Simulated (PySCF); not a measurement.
**Core-level binding energies of `[CH3][GeH2][Cl]`**

Compound: CH5ClGe.
Numbering: `[CH3:1][GeH2:2][Cl:3]`

Structure used (PBE0-D3(BJ)/def2-SVP), in Å, numbered top down from 1:
```
atom  x, y, z in Å
C1     0.173    0.321    0.703
Ge2   -1.716   -0.119    0.680
Cl3   -2.761    1.550    1.592
H4     0.499    0.496    1.738
H5     0.764   -0.501    0.273
H6     0.349    1.234    0.117
H7    -2.044   -1.358    1.530
H8    -2.272   -0.270   -0.746
```

Computed, not measured: delta-SCF UKS SCAN, pcX-2 on the ionised atom, pcseg-1 elsewhere, spin-free X2C (PySCF 2.14.0). These are vertical core ionisation energies against the vacuum level, from separate self-consistent calculations with and without the core hole.

**Question.** What binding energy does each computed site have?

**Answer.** 
| atom(s) | bonded to | level | binding energy (eV) | 2p1/2 (eV) | count |
| --- | --- | --- | --- | --- | --- |
| Cl3 | Ge | Cl 1s | 2828.00 | – | 1 |
| C1 | 3 H and Ge | C 1s | 290.78 | – | 1 |
| Cl3 | Ge | Cl 2p3/2 | 205.41 | 207.06 | 1 |

**Question.** Which effective nuclear charge Zeff reproduces each element's mean 1s value in the hydrogen-like formula E = 13.606 eV × Zeff²?

**Answer.** C (Z = 6): mean 290.8 eV, Zeff = 4.62, Z − Zeff = 1.38; Cl (Z = 17): mean 2828.0 eV, Zeff = 14.42, Z − Zeff = 2.58. Means run over the listed sites, weighted by atom count.

Spin–orbit coupling isn't in the SCF: each 2p doublet comes from a relaxed spin-free hole plus a matrix of the shell (mean-field spin–orbit coupling and the ground-state 2p splitting), with 2p3/2 averaged over its two sublevels. 2p1/2 minus 2p3/2 (ligand field included): Cl 1.65 eV. No level of germanium is listed. Geometry: PBE0-D3(BJ)/def2-SVP; no solvent, vibrations or thermal averaging.
